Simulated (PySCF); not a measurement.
Compound: (Cl)3Si-NH-SiH3.
Geometry (PBE0-D3(BJ)/def2-SVP, Å), atoms numbered from 1 in this order:
```
atom  x, y, z in Å
Si1   -0.9420   -0.9398   -0.6855
Cl2   -2.3065   -0.2706    0.6858
Cl3   -1.5758   -0.3734   -2.5496
Cl4   -0.8839   -2.9852   -0.6708
N5     0.5622   -0.2719   -0.2610
Si6    0.8856    1.0704    0.8311
H7     1.3744   -0.6679   -0.7275
H8    -0.0081    2.2243    0.5278
H9     0.7108    0.6863    2.2617
H10    2.3081    1.4510    0.5925
```

The computed photoelectron lines, unassigned: N 1s: 405.11 eV; Si 1s: 1847.53 (area 1), 1849.75 (area 1) eV; Si 2p3/2: 107.67 (area 1), 109.52 (area 1) eV; Cl 1s: 2829.16 eV; Cl 2p3/2: 206.57 eV.

Method: delta-SCF UKS SCAN, pcX-2 on the ionised atom, pcseg-1 elsewhere, spin-free X2C (PySCF 2.14.0). Geometry: PBE0-D3(BJ)/def2-SVP; no solvent, vibrations or thermal averaging.

(1) Order the silicon atoms by Si 1s binding energy.

(2) Which silicon gives which Si 2p3/2 line?

Answers

(1) 1847.53 eV: Si6 (silicon bonded to N and 3 H); 1849.75 eV: Si1 (silicon bonded to 3 Cl and N). Lowest listed Si 1s: Si6, bonded to N and 3 H. Highest, 2.22 eV above it: Si1, bonded to 3 Cl and N.

(2) 107.67 eV: Si6 (silicon bonded to N and 3 H); 109.52 eV: Si1 (silicon bonded to 3 Cl and N). Lowest listed Si 2p3/2: Si6, bonded to N and 3 H. Highest, 1.85 eV above it: Si1, bonded to 3 Cl and N.

Bonded neighbours of each site: Si1: 3 Cl and N; Cl2/Cl3/Cl4: Si; N5: H and 2 Si; Si6: N and 3 H.

Q: What is the longest wavelength that can ionise Si 2p3/2 of Si6 vertically?

A: λ = hc/E = 12398.42 eV Å / 107.67 eV = 115.152 Å.

Topologically equivalent atoms share the value of their first member; where this conformer doesn't relate them by symmetry, their own values could differ. Spin–orbit coupling isn't in the SCF: each 2p doublet comes from a relaxed spin-free hole plus a matrix of the shell (mean-field spin–orbit coupling and the ground-state 2p splitting), with 2p3/2 averaged over its two sublevels. 2p1/2 minus 2p3/2 (ligand field included): Si 0.63 eV, Cl 1.65 eV.

Hardware: one thread, Arm Neoverse V1 (aarch64), shared host with 32 logical CPUs at a one-minute load of 26. Cost: 44 s wall, 0.55 GiB resident at most.
